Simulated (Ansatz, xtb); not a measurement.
Two isomers of C4H7NOSi2

Structure a is `CC#C[Si@H](C#N)O[SiH3]`, a singlet and structure b is `N#CC1=C[SiH2]CO[SiH2]1`, a singlet. Both are isolated molecules in the gas phase, relaxed with B3LYP-D3(BJ)/def2-SVP; the shapes shown needn't be the lowest conformers.

a (Å):

```xyz
15

C    -4.4918   -2.7692   -0.6250
C    -3.2805   -2.0797   -1.0390
C    -2.2618   -1.5044   -1.3834
C     0.6817   -1.4752   -1.0216
N     1.5754   -1.9815   -0.4807
O    -0.7561    0.9377   -1.4391
Si   -0.7482   -0.6435   -1.8899
Si   -1.0552    2.0149   -0.1979
H    -5.1096   -2.1238    0.0204
H    -4.2483   -3.6831   -0.0590
H    -5.0988   -3.0596   -1.4979
H    -0.5053   -0.7339   -3.3439
H    -0.8901    3.3877   -0.7429
H    -2.4466    1.8322    0.3038
H    -0.0900    1.7864    0.9129
```

b (Å):

```csv
atom,x (Å),y (Å),z (Å)
C,-2.3219,2.6307,-0.0143
C,-1.1588,1.8476,-0.3111
C,-0.2637,1.5300,0.6599
C,1.0021,-0.4043,-1.2969
N,-3.2855,3.2592,0.1547
O,0.5366,0.5593,-2.2460
Si,1.2657,0.4605,0.3797
Si,-0.9549,1.2919,-2.1185
H,-0.4556,1.9105,1.6729
H,2.4811,1.3231,0.3517
H,1.3898,-0.5222,1.4949
H,0.2870,-1.2446,-1.1928
H,1.9381,-0.8386,-1.6840
H,-2.0683,0.3564,-2.4479
H,-0.9599,2.4623,-3.0266
```

Quicker runs give these differences E(b) − E(a): GFN2-xTB +15.7 kcal/mol; HF/STO-3G −9.5 kcal/mol (at GFN2-xTB geometries); r2SCAN-D4/def2-SVP +15.7 kcal/mol (at GFN2-xTB geometries).

Problem. Which of the two would you expect CCSD(T)/def2-SVP + ΔMP2/def2-TZVPP electronic energies to favour?

Solution. Structure a; the calculation gives E(b) − E(a) = +27.0 kcal/mol.

The same difference at several levels:

```tsv
level	geometry	E(b) − E(a) (kcal/mol)	departure from the last row (kcal/mol)	job, with rough time for the two
GFN2-xTB	GFN2-xTB	+15.7	−11.3	optimisation, 0.32 s
HF/STO-3G	GFN2-xTB	−9.5	−36.5	single point, 0.46 s
r2SCAN-D4/def2-SVP	GFN2-xTB	+15.7	−11.3	single point, 4.4 s
B3LYP-D3(BJ)/def2-SVP	B3LYP-D3(BJ)/def2-SVP	+17.1	−9.9	optimisation, 1.8 min
HF/def2-SVP	B3LYP-D3(BJ)/def2-SVP	+30.8	+3.8	part of the CCSD(T) run
MP2/def2-SVP	B3LYP-D3(BJ)/def2-SVP	+25.9	−1.1	part of the CCSD(T) run
CCSD(T)/def2-SVP	B3LYP-D3(BJ)/def2-SVP	+22.4	−4.6	single point
CCSD(T)/def2-SVP + ΔMP2/def2-TZVPP	B3LYP-D3(BJ)/def2-SVP	+27.0		single point, 97 s
```

As drawn, b has 1 C=C, 1 C–Si, 1 C–O in place of 1 C≡C, 1 O–Si. Structure a has no ring, b a 6-membered ring.

HF/STO-3G puts the two in the other order. The largest departure from CCSD(T)/def2-SVP + ΔMP2/def2-TZVPP is that of HF/STO-3G, 36.5 kcal/mol. A small imaginary or near-zero mode remains, so no thermal terms are given. The last row adds to CCSD(T) the change of the MP2 difference between the two basis sets, here +4.6 kcal/mol, a large step that makes the value less sure.

The correlated steps freeze 16 core orbitals. Run with Ansatz 0.2.0, xtb 6.7.1; the last row on 4 threads of Arm Neoverse V1 on a shared host.
